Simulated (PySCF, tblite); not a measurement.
Task: Give a GFN2-xTB geometry of `CCCN(N)C(C)C`.

Result: 
```
atom  x, y, z in Å
C1     2.7287    0.2877   -0.8119
C2     2.2754   -0.4967    0.4123
C3     0.8135   -0.9322    0.2823
N4    -0.0620    0.2186    0.1370
N5    -0.2656    0.9352    1.3401
C6    -1.3308   -0.0519   -0.5313
C7    -1.9860    1.2818   -0.8789
C8    -2.2934   -0.9304    0.2775
H9     3.7469    0.6473   -0.6843
H10    2.6917   -0.3407   -1.6988
H11    2.0698    1.1377   -0.9672
H12    2.8946   -1.3875    0.5395
H13    2.3973    0.1177    1.3079
H14    0.7087   -1.5531   -0.6097
H15    0.5397   -1.5460    1.1619
H16    0.5548    1.5062    1.5172
H17   -0.3973    0.3071    2.1390
H18   -1.0725   -0.5710   -1.4618
H19   -2.8974    1.1177   -1.4473
H20   -2.2227    1.8197    0.0340
H21   -1.3027    1.8858   -1.4689
H22   -3.1876   -1.1309   -0.3063
H23   -2.5843   -0.4204    1.1926
H24   -1.8305   -1.8818    0.5325
```

Any rigid rotation of these coordinates is as good. Atoms count from 1 in this order. N4 (hydrazine nitrogen) is pyramidal (angles 115.0°, 113.7° and 111.0°, sum 339.7°, 0.38 Å off the plane of its three neighbours). Of the pairs four or more bonds apart, N5···H20 is among the closest relative to their van der Waals radii: 2.51 Å, 91 % of the sum of Bondi's values. N5 (hydrazine nitrogen) is pyramidal (angles 111.8°, 108.5° and 108.2°, sum 328.5°, 0.37 Å off the plane of its three neighbours).

Bonds between heavy atoms (Å): C1–C2 1.523, C2–C3 1.531, C3–N4 1.453, N4–N5 1.415, N4–C6 1.459, C6–C7 1.526, C6–C8 1.534.

Computed geometry: GFN2-xTB, gas phase.

Point group: C1 (no symmetry element, even within 0.4 Å). Its GFN2-xTB frequencies are all real (lowest 48 cm⁻¹). One conformer, not necessarily the lowest (C1–C2–C3–N4 -60°, C2–C3–N4–N5 -75°, C3–N4–N5–H 78° and -42°, C3–N4–C6–C7 -168°). 3 starts were optimised and ended at 0.00, 0.68 and 1.76 kcal/mol (GFN2-xTB); the lowest of these is shown.
